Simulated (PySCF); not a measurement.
Compound: C7H15OP.
Structure used (GFN2-xTB), in Å, numbered top down from 1:
```
atom  x, y, z in Å
C1    -2.325   -0.926   -0.718
C2    -1.160    0.054   -0.699
C3    -1.643    1.496   -0.737
P4    -0.270   -0.198    0.907
O5    -1.067    0.135    2.092
C6     0.657   -1.806    0.831
C7     1.913   -1.063    0.344
C8     1.513    0.357    0.790
C9     1.974    1.500   -0.090
H10   -1.971   -1.955   -0.711
H11   -2.943   -0.771    0.166
H12   -2.941   -0.776   -1.603
H13   -0.480   -0.149   -1.530
H14   -2.255    1.694    0.142
H15   -0.804    2.189   -0.731
H16   -2.243    1.680   -1.628
H17    0.772   -2.193    1.843
H18    0.304   -2.607    0.186
H19    2.847   -1.425    0.771
H20    1.992   -1.108   -0.743
H21    1.832    0.530    1.824
H22    1.582    2.447    0.278
H23    3.062    1.557   -0.088
H24    1.642    1.359   -1.117
```

Definitions: NICS(0) = −σiso at the ring centroid; NICS(1) = −σiso and NICS(1)zz = −σzz at ±1 Å along the ring normal z. Level: GIAO PBE0/pcSseg-1 (PySCF, non-relativistic, gas phase) on the GFN2-xTB geometry, one conformer.

Ring bond lengths (Å), with Mayer bond orders in brackets: P4–C6 1.858 (0.89), C6–C7 1.539 (1.01), C7–C8 1.541 (0.97), C8–P4 1.871 (0.84).

Give the NICS values of each ring in ppm.

| ring | type | NICS(0) | NICS(1), two faces | NICS(1)zz, two faces | rms pucker (Å) | centre to ring atoms, mean (Å) |
| --- | --- | --- | --- | --- | --- | --- |
| P4–C6–C7–C8 | 4-membered ring with P; formal bonds all single | -4.4 | -1.8 / -3.8 | 1.4 / -0.7 | 0.12 | 1.19 |

What can be read from them?

- P4–C6–C7–C8: mean NICS(1)zz 0.4 ppm, near zero. P4, C6, C7, C8 have four or more neighbours, so the value isn't read as a sign of a π ring current.

What is the mean of the two in-plane components of NICS at the second NICS(1) probe listed for ring P4–C6–C7–C8, 1 Å off the ring?

The isotropic value is a third of the trace: (3 × -3.8 − (-0.7))/2 = -5.3 ppm.

Cost: about 2.6 min of CPU time on one thread; the machine was shared, so the figure is rough. This is the whole shielding run at PBE0/pcSseg-1, SCF included.
